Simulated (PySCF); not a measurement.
Electrostatic solvation of a mixed set.

Computed with PySCF at wB97X-D/def2-SVPD, non-relativistic, each on one gas-phase PBE0-D3(BJ)/def2-SVP geometry that isn't relaxed in the solvent. The solvent is an IEF-PCM continuum (Bondi radii, 1.10 Å for H, scaled by 1.2). Only the electrostatic response of the medium enters.

Problem. Order them by E(solvent) − E(gas) in chloroform (ε = 4.711), most negative first (kJ/mol).
A. `[CH3:1][O:2][c:3]1[cH:4][cH:5][cH:6][cH:7][c:8]1[F:9]` with C1–O2–C3–C4 0°
B. `C=C1CC/C1=C/C`
C. `[OH:1][c:2]1[cH:3][cH:4][c:5]([CH2:6][F:7])[cH:8][cH:9]1` with H–O1–C2–C3 0°, C4–C5–C6–F7 180°

Solution. C (-22.6), A (-14.7), B (-6.8).

```csv
SMILES,charge,ΔE (kJ/mol),polarisation term (kJ/mol),HOMO shift (eV),dipole gas (D),dipole solvent (D),atoms,"lowest singlet, gas (eV)","lowest singlet, solvent (eV)"
Oc1ccc(CF)cc1,0,-22.6,-25.2,+0.05,2.88,3.62,16,5.08,5.06
COc1ccccc1F,0,-14.7,-16.6,-0.03,2.45,3.06,16,5.22,5.21
C=C1CC/C1=C/C,0,-6.8,-7.3,-0.02,0.36,0.47,17,5.18,5.00
```

The polarisation term is half the interaction of the solute with the induced surface charges. Singlets are vertical TDDFT energies (frozen core, non-equilibrium response), the lowest in each medium.

The pairwise dispersion term of wB97X-D wasn't added to the energies; at a given geometry it leaves orbitals and properties as they are.
